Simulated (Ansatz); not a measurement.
`OB[SiH](O)F` + `N[SiH](O)Cl` → `O[Si@H](F)N[Si@H](O)Cl` + `BO`  (cleavage of the Si–B bond)

Program: Ansatz. Geometries: PBE0-D4/def2-TZVP. ΔE: electronic, gas phase. CCSD(T)/CBS adds triple-zeta CCSD(T) − MP2 to the extrapolated MP2 energy (def2 sets, frozen cores). This one scheme is used for every species. Functionals use def2-TZVPP. B3LYP here is the variant with VWN-RPA as its local correlation; programs differ in this. One conformer a species, not always the lowest.

| level | ΔE (kJ/mol) | difference from CCSD(T)/CBS |
| --- | --- | --- |
| B3LYP-D4 | -119.6 | 0.6 |
| ωB97X-V | -115.7 | 4.5 |
| r2SCAN | -117.7 | 2.5 |
| B3LYP | -109.4 | 10.8 |
| MP2/def2-TZVPP | -128.3 | -8.1 |
| SCS-MP2/def2-TZVPP | -125.0 | -4.8 |
| CCSD/def2-TZVPP | -121.0 | -0.8 |
| MP2/def2-QZVPP | -127.7 | -7.5 |
| HF/CBS(def2) | -124.8 | -4.6 |
| CCSD/CBS(def2) | -119.5 | 0.7 |
| CCSD(T)/CBS | -120.2 | 0 |

Largest T1 diagnostic among the species: 0.014.

From PBE to PBE0 (25 % exact exchange), in def2-TZVPP and without D4, ΔE moves by −8.1 kJ/mol. The D4 term adds −10.2 kJ/mol with B3LYP and −5.8 kJ/mol with PBE0; it sums over pairs of atoms, weighted by their polarisabilities, and B3LYP, whose exchange is more repulsive, gets the larger term.
